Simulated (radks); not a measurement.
Q: All-electron atom: Tc VI in [Kr] 4d2. All-electron calculation, Dirac Kohn-Sham, PBE, spin-unpolarised, spherical densities, finite nucleus; open shells fill j = l - 1/2 first; Fermi nuclear charge, rms radius 4.4112 fm. Program: a radial shooting solver on a logarithmic mesh with Libxc functionals. Some entries of the table are withheld. Estimate them.

| orbital | occ. | eigenvalue (eV) | <1/r> (bohr^-1) | <r> (bohr) |
|---|---|---|---|---|
| 1s1/2 | 2 | -20923.30 | 44.71 | 0.03428 |
| 2s1/2 | 2 | -3041.447 | 10.20 | 0.1492 |
| 2p1/2 | 2 | -2809.722 | 10.18 | 0.1271 |
| 2p3/2 | 4 | -2691.476 | 9.668 | 0.1318 |
| 3s1/2 | 2 | -583.7351 | 3.510 | 0.4149 |
| 3p1/2 | 2 | (1) | 3.410 | (2) |
| 3p3/2 | 4 | (3) | 3.287 | (4) |
| 3d3/2 | 4 | -317.5207 | (5) | 0.3964 |
| 3d5/2 | 6 | -313.7086 | (6) | 0.3998 |
| 4s1/2 | 2 | -135.7484 | 1.327 | 1.034 |
| 4p1/2 | 2 | -108.9352 | 1.221 | (7) |
| 4p3/2 | 4 | -105.7254 | 1.188 | (8) |
| 4d3/2 | 2 | -64.3975 | 0.9562 | 1.371 |
| 4d5/2 | 0 | -63.9682 | 0.9491 | 1.379 |

A: 
(1) 3p1/2 eigenvalue (eV): -494.7058
(2) 3p1/2 <r> (bohr): 0.4087
(3) 3p3/2 eigenvalue (eV): -474.9006
(4) 3p3/2 <r> (bohr): 0.4193
(5) 3d3/2 <1/r> (bohr^-1): 3.105
(6) 3d5/2 <1/r> (bohr^-1): 3.073
(7) 4p1/2 <r> (bohr): 1.108
(8) 4p3/2 <r> (bohr): 1.133
